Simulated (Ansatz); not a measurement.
System: C4H3N2, charge 0, multiplicity 2. It need not be the lowest isomer of its formula. SMILES: [c]1ccncn1
Geometry: optimised at B3LYP-D3(BJ)/def2-TZVP (Ansatz, a first-principles code).

Wanted: atomisation energy (electronic, to ground-state atoms), in kcal/mol. Correlated levels leave the core frozen unless marked. UHF or UKS for open shells. Spin-orbit coupling is left out. Non-relativistic unless marked X2C. The coupled-cluster limit lacks core correlation, which all-electron functionals hold. Basis-set limits of correlation are two-point, X^-3; Hartree-Fock from the larger set.

The UHF reference is spin-contaminated (<S^2> 0.48 over the pure value in the largest basis). The T1 diagnostic of CCSD in the largest basis is 0.046, which is high, so the coupled-cluster rows are less sure than usual.

```tsv
level	program	atomisation energy (kcal/mol)
revPBE-D3(BJ)/def2-TZVPD	Ansatz + dftd3	1022.9
r2SCAN-D3(BJ)/def2-TZVPD	Ansatz + dftd3	___
B3LYP/def2-TZVPD	Ansatz	___
B2PLYP-D4/def2-TZVPD	Ansatz + dftd4	997.9
PBE-QIDH/def2-TZVPD	Ansatz	___
RPA@PBE/cc-pVTZ	Ansatz	___
RPA@PBE/cc-pVQZ	Ansatz	930.8
SCS-MP2/cc-pVDZ	Ansatz	897.6
X2C-CCSD(T)/cc-pVTZ-DK	Ansatz	957.5
CCSD(T)/CBS(cc-pVTZ,cc-pVQZ)	Ansatz	990.9
```

Question: Fill in the missing entries.

Answer: 
- r2SCAN-D3(BJ)/def2-TZVPD, atomisation energy (kcal/mol): 1009.3
- B3LYP/def2-TZVPD, atomisation energy (kcal/mol): 1000.2
- PBE-QIDH/def2-TZVPD, atomisation energy (kcal/mol): 998.4
- RPA@PBE/cc-pVTZ, atomisation energy (kcal/mol): 915.0
